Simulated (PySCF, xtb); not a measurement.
## Ranking isomers of CH3FGe

3 gas-phase structures of CH3FGe, found in a search over its isomers (lower ones may exist). Each was relaxed with GFN2-xTB; where two conformers were screened, the lower at r2SCAN-D4/def2-SVP is listed:

A. `F[CH2][GeH]`, a singlet
B. `[CH3][Ge][F]`, a singlet
C. `[CH2]=[GeH][F]`, a singlet

**Question.** Which do you expect lowest at r2SCAN-D4/def2-SVP, and how would the others follow?

**Answer.** Calculated order at r2SCAN-D4/def2-SVP: B (0.0), C (34.8), A (53.9) kcal/mol.

Energies above the lowest of each column, in kcal/mol; the last columns are at B3LYP-D3(BJ)/6-311G** geometries and were run for some of them only (a dash: not run or not comparable):

```
structure  GFN2-xTB  HF/STO-3G  r2SCAN-D4/def2-SVP  B3LYP-D3(BJ)/6-311G**  CCSD(T)/def2-SVP + ΔMP2/def2-TZVPP
        B       0.0        0.0                 0.0                    0.0                                 0.0
        C      58.8       48.6                34.8                   35.6                                29.5
        A      54.7       37.5                53.9                      –                                   –
```

Every level run on B puts it lowest or level with the lowest. Flexible structures stand in one conformer each, not always the lowest. Frequencies (GFN2-xTB) were run for B, C alone. ΔMP2 is the change of the MP2 energy from the smaller to the larger basis.

Programs: PySCF 2.14.0, xtb 6.7.1 (Pople sets with spherical d functions).
